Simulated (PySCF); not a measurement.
Harmonic spectrum computed at B3LYP in the def2-SVP basis family (core potentials from Rb on, PySCF, no spin–orbit coupling):

```tsv
ω (cm⁻¹)	IR (km/mol, summed over degenerate members)	degeneracy
160	10.4	1
194	2.5	2
260	0.0	1
386	221	2
635	461	2
653	49.9	1
674	5.8	1
764	348	2
3819	189	2
3824	78.3	1
```

Problem. Which molecule gave it? In each, all ligands are bound to the one heavy central atom.
A. Tc(OH)₃ (triplet)
B. Cr(OH)₃ (quartet)
C. P(OH)₃ (singlet)
D. Ga(OH)₃ (singlet)

Solution. B. It has C3v symmetry with Cr–O 1.767 Å (×3), O–H 0.968 Å (×3).
